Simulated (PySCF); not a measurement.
ClH2MoNS2, SMILES [NH]=[Mo](=[S])([SH])[Cl], multiplicity 1.

Geometry: PBE-D3(BJ)/def2-SVP. The multiplicity is an assumed one; no other spin state was optimised. The structure was generated by enumeration; whether it is a known compound was not checked. The def2 effective core potentials stand for the cores of Mo; spin–orbit coupling is left out. One conformer was computed; it need not be the lowest.

Computed with PBE/def2-TZVP run with PySCF.

Gas-phase values at a fixed geometry.

Question: Estimate the frontier levels, gap, dipole moment and polarisability. (The exact figures need the calculation; the answer reports its results.)

Answer: 
```json
{
  "highest_occupied_level": "-6.71 eV",
  "lowest_empty_level": "-3.94 eV",
  "orbital_gap": "2.77 eV",
  "dipole_moment": "1.39 D",
  "quadrupole, principal values (traceless, Buckingham form, about the centre of nuclear charge)": "-7.48, -5.08, 12.56 D·Å",
  "mean_static_polarisability": "105.1 bohr³ (15.57 Å³)",
  "polarisability_principal_values": "91.7, 106.9, 116.7 bohr³"
}
```
